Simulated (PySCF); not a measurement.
Species: C3H10Si.
Geometry (GFN2-xTB, Å), atoms numbered from 1 in this order:
```
atom  x, y, z in Å
C1     0.179    1.717   -0.512
Si2   -0.122    0.125    0.487
C3    -1.556   -0.857   -0.289
C4     1.456   -0.941    0.480
H5    -0.704    2.350   -0.519
H6     0.433    1.500   -1.546
H7     0.994    2.298   -0.090
H8    -0.465    0.478    1.878
H9    -1.752   -1.771    0.262
H10   -1.340   -1.135   -1.317
H11   -2.474   -0.276   -0.295
H12    1.745   -1.221   -0.530
H13    2.292   -0.410    0.924
H14    1.314   -1.858    1.044
```

Method: delta-SCF UKS SCAN, pcX-2 on the ionised atom, pcseg-1 elsewhere, spin-free X2C (PySCF). These are vertical core ionisation energies against the vacuum level, from separate self-consistent calculations with and without the core hole.

One binding energy is withheld.

```json
{"atom(s)": "C1/C3/C4", "bonded to": "3 H and Si", "level": "C 1s", "binding energy (eV)": "289.86"}
{"atom(s)": "Si2", "bonded to": "3 C and H", "level": "Si 1s", "binding energy (eV)": "?"}
{"atom(s)": "Si2", "bonded to": "3 C and H", "level": "Si 2p3/2", "binding energy (eV)": "106.09"}
```

Problem. Fill in Si 1s for Si2.

Solution. 1845.88 eV (SiH silicon).

Problem. Which photon energy gives electrons from C 1s of C1/C3/C4 a kinetic energy of 50 eV, and what is their de Broglie wavelength?

Solution. hν = 289.86 + 50 = 339.86 eV, recoil neglected; λ = 12.264 Å/√(E/eV) = 1.73 Å.

Atoms equivalent by their bonding share one computed value, that of the first of them. The 2p values add to the ΔSCF energy of one spin-free hole a correction within the shell (spin–orbit coupling, ligand field). 2p1/2 minus 2p3/2 (ligand field included): Si 0.62 eV. Isolated species at its GFN2-xTB geometry, gas phase.
